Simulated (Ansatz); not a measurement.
Steps of a relaxation of CH$_{8}$OSSi$_{2}$ (`CS[SiH2]O[SiH3]`) with RKS PBE-D4/def2-SVP.

```sh
$ ansatz run in.yaml --threads 4 --pin off --events-out ev --progress --plain --max-ram 10444MiB
```

```yaml
crystal:
  periodic: [false, false, false]
  atoms:
    - {symbol: C, position_ang: [-1.301000, 2.035400, -0.721700]}
    - {symbol: S, position_ang: [-1.004400, 1.842300, 1.020200]}
    - {symbol: Si, position_ang: [0.570500, 0.429900, 0.998800]}
    - {symbol: O, position_ang: [0.167700, -0.896100, 0.184400]}
    - {symbol: Si, position_ang: [0.655400, -2.428200, -0.177800]}
    - {symbol: H, position_ang: [-2.157600, 2.824700, -0.845400]}
    - {symbol: H, position_ang: [-0.441800, 2.464400, -1.253600]}
    - {symbol: H, position_ang: [-1.629600, 1.159100, -1.203000]}
    - {symbol: H, position_ang: [0.959700, 0.086800, 2.448200]}
    - {symbol: H, position_ang: [1.767900, 1.031700, 0.342000]}
    - {symbol: H, position_ang: [-0.345900, -3.133600, -0.982100]}
    - {symbol: H, position_ang: [0.891600, -3.165000, 1.115300]}
    - {symbol: H, position_ang: [1.887900, -2.286100, -0.910500]}
basis:
  gaussian: {orbitals: def2-SVP}
hamiltonian: {xc: pbe, dispersion: d4}
relax: {f_tol: 0.03, max_steps: 200}
```

Positions (Å) and forces (eV/Å) along the path, 7 of 7 steps:

```xyz
13
step=1 energy=-29779.7982 eV
C    -1.301    2.035   -0.722   -1.063    3.068   -0.337
S    -1.004    1.842    1.020   -0.290    0.065    1.257
Si    0.571    0.430    0.999    1.038    1.320    1.532
O     0.168   -0.896    0.184   -1.088   -0.955   -0.878
Si    0.655   -2.428   -0.178   -0.094   -0.442    0.869
H    -2.158    2.825   -0.845    1.168   -1.123    0.283
H    -0.442    2.464   -1.254    0.369    0.036   -0.180
H    -1.630    1.159   -1.203   -0.551   -1.813   -0.844
H     0.960    0.087    2.448   -0.313    0.219   -0.428
H     1.768    1.032    0.342    0.216    0.105   -0.182
H    -0.346   -3.134   -0.982   -0.501   -0.241   -0.341
H     0.892   -3.165    1.115    0.013   -0.107   -0.071
H     1.888   -2.286   -0.910    1.097   -0.132   -0.681
13
step=2 energy=-29780.0772 eV
C    -1.300    2.065   -0.702   -0.622    1.109   -0.556
S    -1.059    1.844    1.070    0.192   -0.226    0.461
Si    0.573    0.462    0.971    0.309    0.945    1.097
O     0.164   -0.908    0.180   -0.506   -0.600   -0.509
Si    0.673   -2.451   -0.171    0.043   -0.323    0.211
H    -2.129    2.817   -0.826    0.396   -0.367    0.050
H    -0.407    2.483   -1.206    0.093   -0.029    0.001
H    -1.614    1.147   -1.202   -0.081   -0.472   -0.181
H     0.870    0.187    2.433    0.046    0.010   -0.204
H     1.770    1.063    0.284   -0.026    0.033   -0.047
H    -0.369   -3.155   -0.971   -0.161   -0.024   -0.107
H     0.912   -3.216    1.105    0.016    0.004   -0.026
H     1.936   -2.372   -0.950    0.302   -0.061   -0.189
13
step=3 energy=-29780.1306 eV
C    -1.348    2.157   -0.741    0.404   -0.519   -0.299
S    -1.066    1.809    1.042   -0.071    0.033    0.156
Si    0.592    0.444    1.018   -0.048    0.390   -0.218
O     0.177   -0.954    0.213   -0.009   -0.255   -0.095
Si    0.698   -2.505   -0.149    0.042   -0.060   -0.100
H    -2.181    2.868   -0.815   -0.220    0.177    0.111
H    -0.454    2.612   -1.221   -0.072   -0.053    0.094
H    -1.626    1.225   -1.289    0.077    0.237    0.159
H     0.920    0.177    2.457   -0.032    0.037    0.024
H     1.757    1.069    0.289   -0.009   -0.061    0.057
H    -0.376   -3.188   -0.952    0.059    0.059    0.039
H     0.946   -3.283    1.117    0.006    0.005    0.000
H     1.981   -2.467   -0.954   -0.128    0.010    0.073
13
step=4 energy=-29780.1481 eV
C    -1.325    2.127   -0.728    0.054   -0.097   -0.138
S    -1.084    1.820    1.066    0.061   -0.068    0.011
Si    0.574    0.466    0.998   -0.020    0.103    0.035
O     0.164   -0.946    0.201   -0.002   -0.046   -0.023
Si    0.690   -2.496   -0.156   -0.001    0.010   -0.033
H    -2.164    2.839   -0.818   -0.054    0.045    0.002
H    -0.425    2.579   -1.194   -0.020   -0.013    0.047
H    -1.590    1.191   -1.262    0.023    0.067    0.058
H     0.906    0.207    2.440    0.011   -0.012    0.013
H     1.747    1.078    0.276   -0.034   -0.003   -0.009
H    -0.382   -3.177   -0.958    0.013    0.011    0.015
H     0.944   -3.270    1.111    0.000   -0.002   -0.001
H     1.964   -2.452   -0.963   -0.031    0.003    0.022
13
step=5 energy=-29780.1494 eV
C    -1.318    2.121   -0.726    0.069   -0.124   -0.097
S    -1.100    1.811    1.072    0.028   -0.039    0.032
Si    0.567    0.469    1.002   -0.035    0.076   -0.005
O     0.160   -0.944    0.205    0.001   -0.055   -0.007
Si    0.687   -2.493   -0.156   -0.004    0.011   -0.031
H    -2.149    2.839   -0.831   -0.065    0.046    0.013
H    -0.406    2.562   -1.175   -0.002    0.005    0.015
H    -1.579    1.184   -1.258    0.009    0.068    0.035
H     0.922    0.209    2.437    0.003   -0.008    0.020
H     1.716    1.095    0.259    0.010    0.010   -0.007
H    -0.386   -3.173   -0.956    0.010    0.008    0.013
H     0.946   -3.269    1.107    0.000   -0.001    0.002
H     1.959   -2.445   -0.966   -0.025    0.003    0.018
13
step=6 energy=-29780.1501 eV
C    -1.312    2.116   -0.726    0.009   -0.009   -0.037
S    -1.103    1.805    1.074    0.001   -0.013    0.013
Si    0.565    0.472    1.002   -0.017    0.018   -0.002
O     0.158   -0.944    0.207    0.008   -0.016    0.008
Si    0.684   -2.491   -0.157   -0.004    0.012   -0.001
H    -2.151    2.828   -0.832   -0.007    0.000    0.006
H    -0.401    2.568   -1.166    0.001    0.005    0.005
H    -1.562    1.180   -1.262   -0.002    0.010    0.007
H     0.926    0.212    2.437    0.005   -0.004    0.002
H     1.709    1.102    0.252    0.010    0.002    0.000
H    -0.391   -3.172   -0.953   -0.001    0.000    0.000
H     0.947   -3.269    1.106    0.000   -0.003    0.001
H     1.952   -2.441   -0.968   -0.003   -0.002   -0.002
13
step=7 energy=-29780.1505 eV
C    -1.312    2.123   -0.729   -0.010    0.009    0.005
S    -1.116    1.791    1.070   -0.002    0.002   -0.008
Si    0.563    0.472    1.001   -0.005   -0.005    0.005
O     0.166   -0.954    0.219    0.003    0.001   -0.005
Si    0.687   -2.500   -0.153    0.001   -0.005    0.003
H    -2.151    2.838   -0.830    0.007   -0.007    0.002
H    -0.398    2.582   -1.156   -0.002   -0.002   -0.001
H    -1.562    1.195   -1.277    0.006    0.001   -0.001
H     0.929    0.220    2.436    0.003    0.004    0.005
H     1.700    1.107    0.246    0.002    0.003   -0.001
H    -0.393   -3.177   -0.944   -0.003    0.000   -0.001
H     0.956   -3.282    1.105    0.001   -0.001   -0.001
H     1.950   -2.450   -0.972   -0.002    0.000   -0.002
```

Hardware: 4 threads of an Arm Neoverse V1 on a shared host. Wall time 13 s, peak host memory 0.17 GiB.
